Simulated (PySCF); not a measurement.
GaCl2I, SMILES [Cl][Ga]([Cl])[I].

The structure is a stationary point at PBE0-D3(BJ)/def2-SVP. The structure was generated by enumeration; whether it is a known compound was not checked. The def2 effective core potentials stand for the cores of I; spin–orbit coupling is left out.

Two levels are set side by side: PBE/def2-TZVP (PySCF) and ωB97X/def2-TZVP (PySCF). Same geometry, gas phase. Differences are taken from unrounded values.

```
quantity                      ωB97X
---------------------------  ------
orbital gap (eV)              10.26
highest occupied level (eV)  -10.53
lowest empty level (eV)       -0.27
dipole moment (D)              1.10
mean polarisability (bohr³)    80.6
```

Question: What does PBE give, and how far is it from ωB97X? (The exact figures need the calculation; the answer reports its results.)

Answer: 
```csv
quantity,PBE,PBE minus ωB97X
orbital gap (eV),4.01,-6.24
highest occupied level (eV),-7.12,3.41
lowest empty level (eV),-3.10,-2.84
dipole moment (D),1.02,-0.08
mean polarisability (bohr³),85.4,4.8
```

PBE's occupied levels lie high since its potential decays too fast outside the molecule; exact exchange lowers them and widens the gap. Loosely held outer electrons make PBE densities more polarisable. Differences between two approximate levels are no errors against the true value.

Rough cost on one machine, each run with all the roots and properties that it gave: ωB97X against PBE within a factor of 2.
